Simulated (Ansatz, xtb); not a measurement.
# Relative energy of two isomers of C3H10ClPSi

Structure X: `C[C@H](Cl)C[SiH2]P`, a singlet. Structure Y: `CCC[Si@H](P)Cl`, a singlet. Both are isolated molecules in the gas phase, relaxed with PBE-D3(BJ)/def2-SVP, each in the lowest conformer that the search found.

Quicker runs give these differences E(Y) − E(X): GFN2-xTB −1.047 eV; HF/STO-3G −1.689 eV (at GFN2-xTB geometries); r2SCAN-D4/def2-SVP −1.443 eV (at GFN2-xTB geometries).

Task: Estimate E(Y) − E(X) at the level CCSD(T)/def2-SVP + ΔMP2/def2-TZVPP.

Result: Calculated at CCSD(T)/def2-SVP + ΔMP2/def2-TZVPP: E(Y) − E(X) = −1.510 eV, so structure Y lies lower.

How the difference moves with the method:

| level | geometry | E(Y) − E(X) (eV) | departure from the last row (eV) | job, with rough time for the two |
| --- | --- | --- | --- | --- |
| GFN2-xTB | GFN2-xTB | −1.047 | +0.463 | optimisation, 0.29 s |
| HF/STO-3G | GFN2-xTB | −1.689 | −0.178 | single point, 0.36 s |
| r2SCAN-D4/def2-SVP | GFN2-xTB | −1.443 | +0.067 | single point, 3.6 s |
| PBE-D3(BJ)/def2-SVP | PBE-D3(BJ)/def2-SVP | −1.418 | +0.092 | optimisation, 32 s |
| HF/def2-SVP | PBE-D3(BJ)/def2-SVP | −1.614 | −0.104 | part of the CCSD(T) run |
| MP2/def2-SVP | PBE-D3(BJ)/def2-SVP | −1.480 | +0.030 | part of the CCSD(T) run |
| CCSD(T)/def2-SVP | PBE-D3(BJ)/def2-SVP | −1.430 | +0.081 | single point |
| CCSD(T)/def2-SVP + ΔMP2/def2-TZVPP | PBE-D3(BJ)/def2-SVP | −1.510 |  | single point, 52 s |

As drawn, Y has 1 Cl–Si, 1 C–H in place of 1 C–Cl, 1 Si–H.

None of the levels shown reverses the order. The largest departure from CCSD(T)/def2-SVP + ΔMP2/def2-TZVPP is that of GFN2-xTB, 0.463 eV. The last row adds to CCSD(T) the change of the MP2 difference between the two basis sets, here −0.081 eV.

With thermal terms from frequencies at re-optimised GFN2-xTB minima (ideal gas, soft modes damped towards free rotors, one conformer each, 298.15 K, 1 atm): on the last row, ΔE + ΔZPE = −1.421, ΔH = −1.412, ΔG = −1.450 eV.

The correlated steps freeze 18 core orbitals. Run with Ansatz 0.2.0, xtb 6.7.1; the last row on 4 threads of Arm Neoverse V2 on a shared host.
